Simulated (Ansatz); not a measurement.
```yaml
crystal:
  periodic: [false, false, false]
  atoms:
    - {symbol: Se, position_ang: [-2.326620, 0.454152, 0.673546]}
    - {symbol: Si, position_ang: [-0.282719, 0.434136, -0.358232]}
    - {symbol: N, position_ang: [1.037467, -0.362767, 0.476450]}
    - {symbol: Al, position_ang: [0.913714, -1.443116, -0.930493]}
    - {symbol: H, position_ang: [-2.318771, 1.906480, 0.890709]}
    - {symbol: H, position_ang: [-0.047946, 1.857268, -0.730429]}
    - {symbol: H, position_ang: [1.487720, -0.145204, 1.353696]}
    - {symbol: H, position_ang: [1.629254, -2.758049, -1.431047]}
basis:
  gaussian: {orbitals: def2-mTZVP}
magnetization: {spin_polarized: true, initial_magnetization: 2}
hamiltonian: {xc: {name: HF}}
correlation: {method: rpa}
accuracy: high
```

```sh
$ ansatz run in.yaml --threads 4 --pin off --events-out ev --progress --plain --max-ram 10444MiB
```

It prints (some lines left out):

```
Functional definition: HF
2109 factors; integrals over basis functions are off by at most 9.9e-9 eV
mean field evaluation 1: about -81285.4296 eV, gradient 2.9e1 eV
mean field evaluation 2: about -81285.5259 eV, gradient 3.0e1 eV
mean field evaluation 4: about -81290.4453 eV, gradient 3.7e0 eV
mean field evaluation 8: about -81290.9551 eV, gradient 5.9e-1 eV
mean field evaluation 16: about -81290.9778 eV, gradient 2.9e-4 eV
mean field evaluation 128: about -81290.9778 eV, gradient 4.9e-3 eV
mean field -81290.97782420 eV, -2987.3883340356 hartree, gradient 6.6e-8 eV, S^2 2.012912; 8 other end points of the search recorded, 0 dependent functions left out
20 core orbitals not correlated: weight in the atoms' cores, before any rotation towards them, 1.000 or more for the frozen orbitals, at most 0.000 for the correlated occupied ones
reference -81290.97782420 eV, -2987.3883340356 hartree; 17, 15 occupied and 74, 76 virtual orbitals, 2109 factors
Total energy: -81306.67398193 eV, -2987.9651571929 hartree
```

Run time 10 s (4 threads of an Arm Neoverse V2 on a shared host); peak host memory 0.7 GiB.
